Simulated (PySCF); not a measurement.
## How methods differ on the ionisation energy of Ta²⁺

Ta²⁺ [Xe] 4f14 5d3 (4F) → Ta³⁺ [Xe] 4f14 5d2 (3F), as a difference of total energies. Computed with PySCF 2.14 in def2-TZVP with the def2 core potential (60 electrons) (6s4p3d1f, 40 functions), with a scalar-relativistic core potential. Correlated levels: valence: 5s2 5p6 frozen. The calculations carry no spin-orbit coupling.

```
           method  ionisation energy (eV)
              UHF                  23.069
           M06-2X                  24.006
             TPSS                  23.989
    MP2 (valence)                  23.276
SCS-MP2 (valence)                  23.138
```

**Question.** How much does correlation contribute at MP2 (valence)?

**Answer.** 23.276 − (23.069) = 0.207 eV, measured against UHF.

The reference lies between the lowest fine-structure levels, while these numbers refer to the centres of the terms.

Errors of the correlated levels include the incompleteness of this basis and the frozen core.

For comparison: 23.1 ± 1.6 eV (theoretical estimate listed by NIST; NIST Atomic Spectra Database, ionization energies).
